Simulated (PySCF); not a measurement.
## Deuteron quadrupole couplings in `CPc1cccc(C)c1`

Species: C₈H₁₁P.
Structure used (GFN2-xTB), in Å, numbered top down from 1:
```xyz
20
C8H11P angstrom
C      2.942    1.042    0.396
P      2.371    0.045   -1.063
C      0.723   -0.424   -0.417
C      0.447   -1.690    0.084
C     -0.824   -1.986    0.543
C     -1.822   -1.029    0.502
C     -1.567    0.240   -0.005
C     -2.656    1.268   -0.082
C     -0.291    0.526   -0.466
H      2.413    1.993    0.404
H      2.756    0.517    1.332
H      4.007    1.238    0.288
H      3.003   -1.141   -0.666
H      1.224   -2.442    0.114
H     -1.037   -2.968    0.940
H     -2.812   -1.269    0.863
H     -3.155    1.205   -1.049
H     -3.400    1.104    0.694
H     -2.251    2.273    0.021
H     -0.074    1.506   -0.871
```

Level: PBE0/pcSseg-1 (PySCF, non-relativistic); Q(2H) = 0.00286 b; rigid geometry, the same for H and D, with no vibrational averaging.

Question: Rank these positions by the coupling χzz of a deuteron there, largest first.
A. H17 (methyl hydrogen)
B. H14 (aromatic hydrogen)
C. H13 (P–H hydrogen)
D. H12 (methyl hydrogen)

Answer: B (218 kHz), D (213 kHz), A (208 kHz), C (130 kHz).

Question: Give the electric field gradient Vzz (the principal value of largest size), its asymmetry and the 2H coupling at each hydrogen.

Answer: 
```csv
atom,bonded to,bond length (Å),Vzz (au),η,χzz (kHz)
H10,C1,1.089,0.3152,0.02,212
H11,C1,1.088,0.3145,0.01,211
H12,C1,1.088,0.3170,0.02,213
H13,P2,1.401,0.1931,0.09,130
H14,C4,1.081,0.3243,0.07,218
H15,C5,1.081,0.3266,0.06,219
H16,C6,1.081,0.3261,0.07,219
H17,C8,1.091,0.3095,0.01,208
H18,C8,1.088,0.3137,0.03,211
H19,C8,1.088,0.3137,0.03,211
H20,C9,1.083,0.3204,0.09,215
```

Question: Average by the element that carries the hydrogen.

Answer: on C: 214 kHz over 10 positions, mean bond length 1.086 Å; on P: 130 kHz over 1 position, mean bond length 1.401 Å.

Question: How does χzz go with the bond length over the 10 C–H bonds?

Answer: A straight-line fit has a slope of -10.0 kHz for each 0.01 Å, with a correlation coefficient of -0.97, over lengths from 1.081 to 1.091 Å. The longer bonds have the smaller couplings here.

Question: Give the 2H NMR doublet splittings at H16 for a magnetic field along the z, y and x axes of the gradient: 3χ/2, 3χ(1 + η)/4, 3χ(1 − η)/4.

Answer: With |χ| = 219.2 kHz and η = 0.072: 329, 176 and 153 kHz, to first order and without motion.

One conformer (not necessarily the lowest) at the GFN2-xTB geometry, without solvent, vibrations or thermal averaging. GFN2-xTB bond lengths can be off by several hundredths of an ångström, more for odd bonds, and the gradients follow them. With a basis this small, the couplings can be 20 % off.
